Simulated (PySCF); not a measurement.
F2OS, charge +1, doublet, at a GFN2-xTB geometry (a state made from the parent by changing its charge; the spin is typed, not shown lowest); MP2/STO-3G run with PySCF.

The PySCF input:
```python
from pyscf import gto, scf, mp

mol = gto.Mole()
mol.atom = '''
    O     1.41277745   -0.15274416   -0.32845099
    S     0.17532783   -0.00614867    0.32891486
    F    -0.66462846    1.26381023   -0.18763295
    F    -0.90286763   -1.11710668   -0.10514814
'''
mol.basis = 'sto-3g'
mol.charge = 1
mol.spin = 1
mol.verbose = 5
mol.build()

mf = scf.UHF(mol)
mf.kernel()

pt = mp.MP2(mf)
pt.kernel()
print('E(MP2) = %.10f' % pt.e_tot)
```

Question: What does PySCF print? Leave out banner, timings and long lists.

Answer: 
```
PySCF version 2.14.0

[INPUT] verbose = 5
[INPUT] max_memory = 4000
[INPUT] num. atoms = 4
[INPUT] num. electrons = 41
[INPUT] charge = 1
[INPUT] spin (= nelec alpha-beta = 2S) = 1
[INPUT] symmetry False subgroup None
[INPUT] Mole.unit = angstrom
[INPUT] Symbol           X                Y                Z      unit          X                Y                Z       unit  Magmom
[...]
[INPUT] ---------------- BASIS SET ----------------
[INPUT] l, kappa, [nprim/nctr], expnt,             c_1 c_2 ...
[INPUT] F
[...]
                                30.360812         0.53532814
                                8.2168207         0.44463454
[...]
                                1.5022812         0.39951283
                                0.4885885         0.70011547
[...]
                                1.5022812         0.60768372
                                0.4885885         0.39195739
[INPUT] O
[...]
                                23.808861         0.53532814
                                6.4436083         0.44463454
[...]
                                1.1695961         0.39951283
                                0.380389          0.70011547
[...]
                                1.1695961         0.60768372
                                0.380389          0.39195739
[INPUT] S
[...]
                                97.1095183        0.5353281423
                                26.28162542       0.4446345422
[...]
                                7.745117521       0.3995128261
                                2.518952599       0.7001154689
[...]
                                0.5661400518      0.2255954336
                                0.2215833792      0.900398426
[...]
                                7.745117521       0.6076837186
                                2.518952599       0.3919573931
[...]
                                0.5661400518      0.5951670053
                                0.2215833792      0.462001012

nuclear repulsion = 191.026347557742
number of shells = 14
number of NR pGTOs = 72
number of NR cGTOs = 24
basis = sto-3g
ecp = {}

******** <class 'pyscf.scf.uhf.UHF'> ********
method = UHF
initial guess = minao
damping factor = 0
level_shift factor = 0
DIIS = <class 'pyscf.scf.diis.CDIIS'>
diis_start_cycle = 1
diis_space = 8
diis_damp = 0
SCF conv_tol = 1e-09
SCF conv_tol_grad = None
SCF max_cycles = 50
direct_scf = True
direct_scf_tol = 1e-13
number electrons alpha = 21  beta = 20
Set gradient conv threshold to 3.16228e-05
E1 = -1298.9321928787579  E2 = 444.3728530865726  Ecoul = 497.549411034886  Exc = -53.176557948313416
init E= -663.532992234444
cond(S) = 5.9123080846755744

  alpha mo_energy =
[-90.95927216 -26.349401   -26.34913727 -20.63763292  -8.85774022
  -6.47920135  -6.47301744  -6.47196905  -1.933941    -1.79370435
  -1.70028885  -1.01052997  -0.82311183  -0.75149504  -0.73216064
  -0.64666216  -0.64266271  -0.6276821   -0.53937487  -0.50564379
  -0.31458655   0.11377186   0.12335927   0.38778134]
  beta  mo_energy =
[-90.95927216 -26.349401   -26.34913727 -20.63763292  -8.85774022
  -6.47920135  -6.47301744  -6.47196905  -1.933941    -1.79370435
  -1.70028885  -1.01052997  -0.82311183  -0.75149504  -0.73216064
  -0.64666216  -0.64266271  -0.6276821   -0.53937487  -0.50564379
  -0.31458655   0.11377186   0.12335927   0.38778134]
multiplicity <S^2> = 0.75  2S+1 = 2
E1 = -1286.0347429781598  E2 = 432.71685333503353  Ecoul = 486.4137123782665  Exc = -53.69685904323296
cycle= 1 E= -662.291542085385  delta_E= 1.24  |g|= 0.541  |ddm|= 2.24
  alpha mo_energy =
[-9.20323221e+01 -2.61452313e+01 -2.61450615e+01 -2.04572900e+01
 -9.81102131e+00 -7.44790912e+00 -7.44203701e+00 -7.44133232e+00
 -1.93087986e+00 -1.81262711e+00 -1.74964003e+00 -1.29714125e+00
 -1.04681319e+00 -1.01831305e+00 -9.12039569e-01 -7.76467368e-01
 -7.73458627e-01 -7.50309203e-01 -7.37305486e-01 -6.84928738e-01
 -6.66544509e-01 -1.27544667e-01 -8.16822380e-02  1.18864982e-01]
  beta  mo_energy =
[-9.20260445e+01 -2.61407486e+01 -2.61405951e+01 -2.04477898e+01
 -9.80003023e+00 -7.43790534e+00 -7.43692927e+00 -7.43000147e+00
 -1.90224258e+00 -1.78818274e+00 -1.71104144e+00 -1.15867611e+00
 -9.91100939e-01 -9.72550134e-01 -8.69861549e-01 -7.48524481e-01
 -7.42682027e-01 -7.41940549e-01 -6.96662937e-01 -6.56649060e-01
 -2.95932270e-01 -6.81760367e-02 -2.08150329e-02  1.87889973e-01]
multiplicity <S^2> = 0.75970137  2S+1 = 2.009678
E1 = -1288.6440387868824  E2 = 435.078342628331  Ecoul = 488.3251945634934  Exc = -53.246851935162454
cycle= 2 E= -662.53934860081  delta_E= -0.248  |g|= 0.251  |ddm|= 1.18
  alpha mo_energy =
[-9.16095818e+01 -2.62884867e+01 -2.62883278e+01 -2.07740233e+01
 -9.45664089e+00 -7.09273452e+00 -7.08601921e+00 -7.08598578e+00
 -1.91670776e+00 -1.83295528e+00 -1.80118811e+00 -1.22386783e+00
 -1.02464990e+00 -1.00480960e+00 -9.75640214e-01 -8.46853187e-01
 -8.34854454e-01 -8.05751714e-01 -8.04930425e-01 -7.68158788e-01
 -7.23324395e-01 -6.43273421e-02 -2.44041825e-02  1.42346898e-01]
  beta  mo_energy =
[-9.16062843e+01 -2.62838027e+01 -2.62836582e+01 -2.07602504e+01
 -9.45104628e+00 -7.08845329e+00 -7.08414697e+00 -7.07782718e+00
 -1.88844324e+00 -1.80743110e+00 -1.74502743e+00 -1.15630865e+00
 -9.79980238e-01 -9.38152865e-01 -9.24388613e-01 -8.01658960e-01
 -8.01196048e-01 -7.98371809e-01 -7.39314116e-01 -7.35543439e-01
 -2.68084801e-01 -1.10462829e-02  2.64963618e-02  2.00266079e-01]
multiplicity <S^2> = 0.77144042  2S+1 = 2.0213267
E1 = -1287.9695532171147  E2 = 434.3566886938081  Ecoul = 487.70464993130827  Exc = -53.34796123750016
cycle= 3 E= -662.586516965565  delta_E= -0.0472  |g|= 0.0865  |ddm|= 0.375
  alpha mo_energy =
[-9.15596727e+01 -2.63779573e+01 -2.63778018e+01 -2.06855120e+01
 -9.41193232e+00 -7.04761006e+00 -7.04156025e+00 -7.04104275e+00
 -1.93999412e+00 -1.87555143e+00 -1.77246223e+00 -1.21901821e+00
 -1.01251886e+00 -1.00799167e+00 -9.67181889e-01 -8.83485464e-01
 -8.81183994e-01 -8.49104322e-01 -8.19862789e-01 -7.59892452e-01
[...]
multiplicity <S^2> = 0.78831034  2S+1 = 2.0379503
E1 = -1288.052778594247  E2 = 434.4051743767613  Ecoul = 487.8430949003838  Exc = -53.437920523622495
cycle= 13 E= -662.621256659744  delta_E= -1.56e-07  |g|= 0.000108  |ddm|= 0.0013
  alpha mo_energy =
[-9.15232375e+01 -2.63697036e+01 -2.63695486e+01 -2.07567273e+01
 -9.37934336e+00 -7.01457025e+00 -7.00862060e+00 -7.00526768e+00
 -1.93532746e+00 -1.86612467e+00 -1.82170341e+00 -1.20748284e+00
 -1.03624179e+00 -1.00575776e+00 -9.76066141e-01 -8.97231681e-01
 -8.74455413e-01 -8.51766643e-01 -8.46166390e-01 -8.04133932e-01
 -7.20322109e-01 -2.86509091e-02 -9.49999862e-03  1.69622028e-01]
  beta  mo_energy =
[-9.15249070e+01 -2.63661891e+01 -2.63660399e+01 -2.07311691e+01
 -9.38169030e+00 -7.01797248e+00 -7.01419953e+00 -7.00860261e+00
 -1.91182072e+00 -1.84475412e+00 -1.71413856e+00 -1.16850802e+00
 -9.79384846e-01 -9.55611146e-01 -9.39395995e-01 -8.66327878e-01
 -8.44276275e-01 -8.29526974e-01 -7.58387009e-01 -7.49568015e-01
 -1.38439348e-01  3.55251079e-03  6.44614659e-02  2.09593816e-01]
multiplicity <S^2> = 0.78851336  2S+1 = 2.0381495
E1 = -1288.0529289362685  E2 = 434.4053246534776  Ecoul = 487.84325060700917  Exc = -53.43792595353159
cycle= 14 E= -662.621256725049  delta_E= -6.53e-08  |g|= 4.87e-05  |ddm|= 0.000987
  alpha mo_energy =
[-9.15232524e+01 -2.63696904e+01 -2.63695354e+01 -2.07567134e+01
 -9.37935470e+00 -7.01458183e+00 -7.00862909e+00 -7.00527791e+00
 -1.93533089e+00 -1.86613471e+00 -1.82169902e+00 -1.20748269e+00
 -1.03623220e+00 -1.00576705e+00 -9.76069375e-01 -8.97222607e-01
 -8.74454914e-01 -8.51758721e-01 -8.46168116e-01 -8.04147420e-01
 -7.20337063e-01 -2.86623404e-02 -9.51526835e-03  1.69627074e-01]
  beta  mo_energy =
[-9.15249261e+01 -2.63661707e+01 -2.63660215e+01 -2.07311571e+01
 -9.38170793e+00 -7.01799033e+00 -7.01421975e+00 -7.00862053e+00
 -1.91180679e+00 -1.84473298e+00 -1.71414087e+00 -1.16850760e+00
 -9.79376854e-01 -9.55615862e-01 -9.39389225e-01 -8.66317532e-01
 -8.44269931e-01 -8.29506031e-01 -7.58386925e-01 -7.49551273e-01
 -1.38417667e-01  3.57058370e-03  6.44757932e-02  2.09589864e-01]
multiplicity <S^2> = 0.78861531  2S+1 = 2.0382496
E1 = -1288.053004013013  E2 = 434.40539971705647  Ecoul = 487.8433346441434  Exc = -53.43793492708693
cycle= 15 E= -662.621256738215  delta_E= -1.32e-08  |g|= 2.73e-05  |ddm|= 0.000432
  alpha mo_energy =
[-9.15232312e+01 -2.63697047e+01 -2.63695498e+01 -2.07567091e+01
 -9.37933650e+00 -7.01456341e+00 -7.00860937e+00 -7.00525875e+00
 -1.93533647e+00 -1.86614768e+00 -1.82169662e+00 -1.20748045e+00
 -1.03622493e+00 -1.00577083e+00 -9.76072509e-01 -8.97226867e-01
 -8.74465528e-01 -8.51764540e-01 -8.46173761e-01 -8.04158353e-01
 -7.20339888e-01 -2.86638596e-02 -9.52147179e-03  1.69635765e-01]
  beta  mo_energy =
[-9.15249072e+01 -2.63661824e+01 -2.63660331e+01 -2.07311532e+01
 -9.38169310e+00 -7.01797566e+00 -7.01420594e+00 -7.00860579e+00
 -1.91180365e+00 -1.84472946e+00 -1.71413686e+00 -1.16850637e+00
 -9.79373700e-01 -9.55620454e-01 -9.39386855e-01 -8.66322262e-01
 -8.44274074e-01 -8.29506439e-01 -7.58381040e-01 -7.49541357e-01
 -1.38407447e-01  3.58117565e-03  6.44865736e-02  2.09592451e-01]
multiplicity <S^2> = 0.78866982  2S+1 = 2.038303
E1 = -1288.0530280101068  E2 = 434.4054237101533  Ecoul = 487.8433671993115  Exc = -53.437943489158215
cycle= 16 E= -662.621256742212  delta_E= -4e-09  |g|= 1.22e-05  |ddm|= 0.000235
  alpha mo_energy =
[-9.15232344e+01 -2.63696986e+01 -2.63695437e+01 -2.07567169e+01
 -9.37933866e+00 -7.01456548e+00 -7.00861097e+00 -7.00526037e+00
 -1.93533682e+00 -1.86614786e+00 -1.82170081e+00 -1.20747998e+00
 -1.03622633e+00 -1.00577294e+00 -9.76074538e-01 -8.97225598e-01
 -8.74463890e-01 -8.51763061e-01 -8.46173655e-01 -8.04163690e-01
 -7.20341635e-01 -2.86658399e-02 -9.52430150e-03  1.69633718e-01]
  beta  mo_energy =
[-9.15249112e+01 -2.63661752e+01 -2.63660260e+01 -2.07311609e+01
 -9.38169649e+00 -7.01797914e+00 -7.01420979e+00 -7.00860955e+00
 -1.91179930e+00 -1.84472304e+00 -1.71414001e+00 -1.16850691e+00
 -9.79373939e-01 -9.55621056e-01 -9.39385376e-01 -8.66318455e-01
 -8.44270100e-01 -8.29507911e-01 -7.58378296e-01 -7.49538618e-01
 -1.38405394e-01  3.58526257e-03  6.44901012e-02  2.09587844e-01]
multiplicity <S^2> = 0.7886925  2S+1 = 2.0383253
E1 = -1288.0530347870806  E2 = 434.4054304863978  Ecoul = 487.8433764500282  Exc = -53.4379459636304
cycle= 17 E= -662.621256742941  delta_E= -7.29e-10  |g|= 3.72e-06  |ddm|= 0.000108
  alpha mo_energy =
[-9.15232343e+01 -2.63697007e+01 -2.63695458e+01 -2.07567131e+01
 -9.37933860e+00 -7.01456544e+00 -7.00861094e+00 -7.00526036e+00
 -1.93533738e+00 -1.86614907e+00 -1.82169928e+00 -1.20748000e+00
 -1.03622494e+00 -1.00577300e+00 -9.76074180e-01 -8.97225984e-01
 -8.74464936e-01 -8.51763717e-01 -8.46173789e-01 -8.04162972e-01
 -7.20341800e-01 -2.86661916e-02 -9.52489699e-03  1.69634629e-01]
  beta  mo_energy =
[-9.15249111e+01 -2.63661773e+01 -2.63660280e+01 -2.07311572e+01
 -9.38169638e+00 -7.01797905e+00 -7.01420975e+00 -7.00860946e+00
 -1.91180008e+00 -1.84472411e+00 -1.71413886e+00 -1.16850673e+00
 -9.79373737e-01 -9.55621776e-01 -9.39385301e-01 -8.66319621e-01
 -8.44270765e-01 -8.29508435e-01 -7.58378208e-01 -7.49537711e-01
 -1.38404946e-01  3.58525594e-03  6.44902976e-02  2.09588615e-01]
multiplicity <S^2> = 0.78869316  2S+1 = 2.0383259
E1 = -1288.053035578348  E2 = 434.40543127763993  Ecoul = 487.843376758833  Exc = -53.43794548119308
Extra cycle  E= -662.621256742966  delta_E= -2.52e-11  |g|= 2.37e-06  |ddm|= 8.42e-06
converged SCF energy = -662.621256742966  <S^2> = 0.78869316  2S+1 = 2.0383259

******** <class 'pyscf.mp.ump2.UMP2'> ********
nocc = (np.int64(21), np.int64(20)), nmo = (24, 24)
transform (ia|jb) incore
E(UMP2) = -662.723312977643  E_corr = -0.102056234676825
E(SCS-UMP2) = -662.729495912064  E_corr = -0.108239169097623
E_corr(same-spin) = -0.0164172836706548
E_corr(oppo-spin) = -0.0856389510061707
E(MP2) = -662.7233129776
```
